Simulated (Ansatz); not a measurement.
Reaction (ligand exchange at the Al–S bond): `[F][AlH][SH]` + `N[SiH2]N` → `N[SiH2][NH][AlH][F]` + H₂S

Program: Ansatz. Geometries: PBE0-D4/def2-TZVP. ΔE: electronic, gas phase. CCSD(T)/CBS adds triple-zeta CCSD(T) − MP2 to the extrapolated MP2 energy (def2 sets, frozen cores). This one scheme is used for every species. DFT in def2-TZVPP. One conformer a species, not always the lowest.

```tsv
species	B2PLYP energy (Eh)
`[F][AlH][SH]`	-741.55623
`N[SiH2]N`	-402.51572
`N[SiH2][NH][AlH][F]`	-744.79326
H₂S	-399.27468
```

(1) Work out ΔE.

Largest T1 diagnostic among the species: 0.012.

Results:

(1) ΔE = (-744.79326) + (-399.27468) − (-741.55623) − (-402.51572) = 0.00401 Eh = +10.5 kJ/mol. CCSD(T)/CBS gives +10.9 kJ/mol.

The D4 term adds −3.7 kJ/mol with B3LYP and −2.2 kJ/mol with PBE0; it sums over pairs of atoms, weighted by their polarisabilities, and B3LYP, whose exchange is more repulsive, gets the larger term. In def2-TZVPP, CCSD(T) changes the Hartree–Fock value by −5.2 kJ/mol (the triples alone add −0.1 kJ/mol) and MP2 by −3.6 kJ/mol.

B3LYP here is the variant with VWN-RPA as its local correlation; programs differ in this.
